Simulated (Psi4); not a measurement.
F$_{3}$Sb, triplet, at a GFN2-xTB geometry (a higher spin typed on purpose: for a closed-shell molecule this is an excited state) (core potentials on Sb); PBE/def2-SVP in Psi4.

Psi4 was given this input:
```
memory 2 GB

molecule {
0 3
Sb   -0.09185253    0.05664473    0.05583195
F    -1.71490896   -1.43900085   -0.07563414
F     0.77886983    2.01073678    0.64213093
F     1.45653683   -0.89272271   -0.88287786
}

set {
  basis def2-svp
  reference uks
}

energy('pbe')
print_variables()
```

### Question
Predict the main parts of the log of this Psi4 run.

### Answer

```
   => Loading Basis Set <=

    Name: DEF2-SVP
    Role: ORBITAL
    Keyword: BASIS

    !!!  WARNING: ECP capability is in beta. Please check occupations closely.  !!!

         ---------------------------------------------------------
                                   SCF
               by Justin Turney, Rob Parrish, Andy Simmonett
                          and Daniel G. A. Smith
                              UKS Reference
         ---------------------------------------------------------

  ==> Geometry <==

    Molecular point group: c1
    Full point group: C1

    Geometry (in Angstrom), charge = 0, multiplicity = 3:

       Center              X                  Y                   Z               Mass
    ------------   -----------------  -----------------  -----------------  -----------------
         SB          -0.085013280077     0.052427014107     0.051674757570   120.903812000000
         F           -1.708069710077    -1.443218565893    -0.079791332430    18.998403162730
         F            0.785709079923     2.006519064107     0.637973737570    18.998403162730
         F            1.463376079923    -0.896940425893    -0.887035052430    18.998403162730

  Running in c1 symmetry.

  Rotational constants: A =      0.19492  B =      0.09522  C =      0.06397 [cm^-1]
  Rotational constants: A =   5843.48248  B =   2854.74242  C =   1917.82088 [MHz]
  Nuclear repulsion =  188.150764921617480

  Charge       = 0
  Multiplicity = 3
  Electrons    = 50
  Nalpha       = 26
  Nbeta        = 24

  ==> Algorithm <==

  SCF Algorithm Type is DF.
  DIIS enabled.
  MOM disabled.
  Fractional occupation disabled.
  Guess Type is SAD.
  Energy threshold   = 1.00e-06
  Density threshold  = 1.00e-06
  Integral threshold = 1.00e-12

  ==> Primary Basis <==

  Basis Set: DEF2-SVP
    Blend: DEF2-SVP
    Number of shells: 28
    Number of basis functions: 68
    Number of Cartesian functions: 73
    Spherical Harmonics?: true
    Max angular momentum: 2

  Core potential: DEF2-SVP
    Number of shells: 4
    Number of ECP primitives: 18
    Number of ECP core electrons: 28
    Max angular momentum: 3

  ==> DFT Potential <==

   => LibXC <=

    Version 7.1.2
    S. Lehtola, C. Steigemann, M. J. T. Oliveira, and M. A. L. Marques,  SoftwareX 7, 1–5 (2018) (10.1016/j.softx.2017.11.002)

   => Composite Functional: PBE <=

    PBE GGA Exchange-Correlation Functional

    J.P. Perdew et. al., Phys. Rev. Lett., 77(18), 3865-3868, 1996

    Deriv               =              1
    GGA                 =           TRUE
    Meta                =          FALSE

    Exchange Hybrid     =          FALSE
    MP2 Hybrid          =          FALSE

   => Exchange Functionals <=

    1.0000     XC_GGA_X_PBE

   => Correlation Functionals <=

    1.0000     XC_GGA_C_PBE

   => LibXC Density Thresholds  <==

    XC_GGA_C_PBE:  1.00E-12
    XC_GGA_X_PBE:  1.00E-15

   => Molecular Quadrature <=

    Radial Scheme          =       TREUTLER
    Pruning Scheme         =           NONE
    Nuclear Scheme         =       TREUTLER

    Blocking Scheme        =         OCTREE
    BS radius alpha        =              1
    Pruning alpha          =              1
    Radial Points          =             75
    Spherical Points       =            302
    Total Points           =          86774
    Total Blocks           =            711
    Max Points             =            256
    Max Functions          =             66
    Weights Tolerance      =       1.00E-15

   => Loading Basis Set <=

    Name: (DEF2-SVP AUX)
    Role: JKFIT
    Keyword: DF_BASIS_SCF

  ==> Integral Setup <==

  SCF_SUBTYPE=INCORE selected. In-core MEM_DF algorithm will be used.
  Using in-core AOs.

  ==> MemDFJK: Density-Fitted J/K Matrices <==

    J tasked:                   Yes
    K tasked:                    No
    wK tasked:                   No
    Algorithm:                 Core
    Schwarz Cutoff:           1E-12
    Mask sparsity (%):       6.3581
[...]

   -------------------------
    Irrep   Nso     Nmo
   -------------------------
     A         68      68
   -------------------------
    Total      68      68
   -------------------------

  ==> Iterations <==

                           Total Energy        Delta E     RMS |[F,P]|

   @DF-UKS iter SAD:  -537.05951234238114   -5.37060e+02   0.00000e+00
   @DF-UKS iter   1:  -539.10649653004475   -2.04698e+00   7.44179e-03 DIIS/ADIIS
   @DF-UKS iter   2:  -538.15467115234287    9.51825e-01   2.18724e-02 DIIS/ADIIS
   @DF-UKS iter   3:  -539.03520419126323   -8.80533e-01   9.08367e-03 DIIS/ADIIS
   @DF-UKS iter   4:  -539.17561664927291   -1.40412e-01   2.78124e-03 DIIS/ADIIS
   @DF-UKS iter   5:  -539.18295767892937   -7.34103e-03   2.15090e-03 DIIS/ADIIS
   @DF-UKS iter   6:  -539.18153204244538    1.42564e-03   2.28405e-03 DIIS/ADIIS
   @DF-UKS iter   7:  -539.19291602410408   -1.13840e-02   1.76789e-04 DIIS/ADIIS
   @DF-UKS iter   8:  -539.19298117654557   -6.51524e-05   8.93911e-05 DIIS
   @DF-UKS iter   9:  -539.19299963099786   -1.84545e-05   1.29797e-05 DIIS
   @DF-UKS iter  10:  -539.19300002784712   -3.96849e-07   1.87064e-06 DIIS
   @DF-UKS iter  11:  -539.19300003494766   -7.10054e-09   3.58230e-07 DIIS
  Energy and wave function converged.

  ==> Post-Iterations <==

   Electrons on quadrature grid:
      Nalpha   =   25.9999439832 ; deviation = -5.602e-05
      Nbeta    =   23.9999448625 ; deviation = -5.514e-05
      Ntotal   =   49.9998888457 ; deviation = -1.112e-04

   @Spin Contamination Metric:   4.291401048E-03
   @S^2 Expected:                2.000000000E+00
   @S^2 Observed:                2.004291401E+00
   @S   Expected:                1.000000000E+00
   @S   Observed:                1.000000000E+00

    Orbital Energies [Eh]
    ---------------------

    Alpha Occupied:

[...]
    Alpha Virtual:

[...]
    Beta Occupied:

[...]
    Beta Virtual:

[...]
    Final Occupation by Irrep:
              A
    DOCC [    24 ]
    SOCC [     2 ]
    NA   [    26 ]
    NB   [    24 ]

  @DF-UKS Final Energy:  -539.19300003494766

   => Energetics <=

    Nuclear Repulsion Energy =            188.1507649216174798
    One-Electron Energy =               -1212.7789220443412432
    Two-Electron Energy =                 535.8247929509434471
    DFT Exchange-Correlation Energy =     -50.3896358631674772
    Empirical Dispersion Energy =           0.0000000000000000
    VV10 Nonlocal Energy =                  0.0000000000000000
    Total Energy =                       -539.1930000349476586

  UHF NO Occupations:
  HONO-2 :   24  A 1.9986627
  HONO-1 :   25  A 1.0000000
  HONO-0 :   26  A 1.0000000
  LUNO+0 :   27  A 0.0013373
  LUNO+1 :   28  A 0.0005227
  LUNO+2 :   29  A 0.0000554
  LUNO+3 :   30  A 0.0000499

Computation Completed

Properties will be evaluated at   0.000000,   0.000000,   0.000000 [a0]

Properties computed using the SCF density matrix

 Multipole Moments:

 ------------------------------------------------------------------------------------
     Multipole            Electronic (a.u.)      Nuclear  (a.u.)        Total (a.u.)
 ------------------------------------------------------------------------------------

 L = 1.  Multiply by 2.5417464519 to convert [e a0] to [Debye]
 Dipole X            :         -5.8846388            5.5063475           -0.3782913
 Dipole Y            :          3.6325905           -3.3957207            0.2368698
 Dipole Z            :          3.5785421           -3.3469967            0.2315454
 Magnitude           :                                                    0.5028169

 ------------------------------------------------------------------------------------

  Variable Map:
  ----------------------------------------------------------------------------
[...]
  Array Variable Map:
  ----------------------------------------------------------------------------
[...]
[...]
```
